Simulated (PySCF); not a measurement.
**How methods differ on the excitation energy of Rh**

Rh [Kr] 4d8 5s1 (4F) → Rh [Kr] 4d7 5s1 6s1 (6F), as a difference of total energies. All numbers are calculated (PySCF 2.14, scalar relativity by spin-free X2C-1e, in x2c-TZVPPall with one added diffuse shell each of s, p, d, f type (9s7p7d3f1g, 95 functions)). Correlated levels: valence: [Kr] frozen. The calculations carry no spin-orbit coupling.

| method | excitation energy (eV) |
| --- | --- |
| UHF | 5.341 |
| MP2 (valence) | 7.010 |
| SCS-MP2 (valence) | 7.141 |
| CCSD (valence) | 6.768 |
| CCSD(T) (valence) | 6.891 |

Question: How much does correlation contribute at CCSD(T) (valence)?

Answer: 6.891 − (5.341) = 1.550 eV, measured against UHF.

A first-order spin-orbit estimate (lowest level to lowest level, LS coupling) adds -0.021 eV.

The promoted electron is Rydberg-like, and one or two diffuse shells describe it only roughly, which tends to raise the upper state.
